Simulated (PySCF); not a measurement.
# Excitation energies in several basis sets

Compound: Al₂Cl₂H₄.
SMILES: `[AlH2-]1[Cl+][AlH2-][Cl+]1`

TDDFT with PBE0 (PySCF), vertical singlets, core orbitals frozen in the response, spherical d and f functions. Geometry: PBE0-D3(BJ)/def2-SVP; no solvent, vibrations or thermal averaging.

Question: How do the low singlets change with the basis? Take 6-31G*, def2-SVP, 6-31+G*, def2-SVPD, aug-cc-pVDZ, def2-TZVP, def2-TZVPD and aug-cc-pVTZ.

Answer: 

| basis | functions | diffuse | S1 (eV) | S2 (eV) | S3 (eV) | S4 (eV) | S5 (eV) | LUMO (eV) | α (au) |
| --- | --- | --- | --- | --- | --- | --- | --- | --- | --- |
| 6-31G* | 80 | no | 6.26 | 6.76 | 7.35 | 7.40 | 7.45 | -0.96 | 63.9 |
| def2-SVP | 92 | no | 6.27 | 6.76 | 7.45 | 7.46 | 7.52 | -0.89 | 65.4 |
| 6-31+G* | 96 | yes | 6.21 | 6.70 | 7.12 | 7.21 | 7.41 | -1.06 | 70.2 |
| def2-SVPD | 134 | yes | 6.15 | 6.61 | 7.09 | 7.20 | 7.34 | -1.05 | 81.4 |
| aug-cc-pVDZ | 144 | yes | 6.09 | 6.58 | 7.02 | 7.13 | 7.27 | -1.10 | 82.2 |
| def2-TZVP | 172 | no | 6.18 | 6.65 | 7.23 | 7.35 | 7.37 | -0.97 | 76.8 |
| def2-TZVPD | 214 | yes | 6.13 | 6.59 | 7.02 | 7.13 | 7.29 | -1.06 | 82.3 |
| aug-cc-pVTZ | 292 | yes | 6.13 | 6.59 | 7.03 | 7.12 | 7.29 | -1.08 | 82.4 |

States are compared by their number. Against the largest diffuse basis here (aug-cc-pVTZ, itself not a converged limit), sets without diffuse functions differ by up to 0.15 eV in S1 and 0.24 eV in S5; the smaller diffuse sets differ by up to 0.09 and 0.12 eV. State by state, the largest deviation of a set without diffuse functions is S1 0.15, S2 0.17, S3 0.42, S4 0.34, S5 0.24 eV. The same number needn't mean the same state in each row. Against aug-cc-pVTZ the polarisability deviates by -22% in 6-31G*, -21% in def2-SVP, -15% in 6-31+G*, -1% in def2-SVPD, 0% in aug-cc-pVDZ, -7% in def2-TZVP, 0% in def2-TZVPD. A single + in a Pople set puts diffuse functions on heavy atoms only.
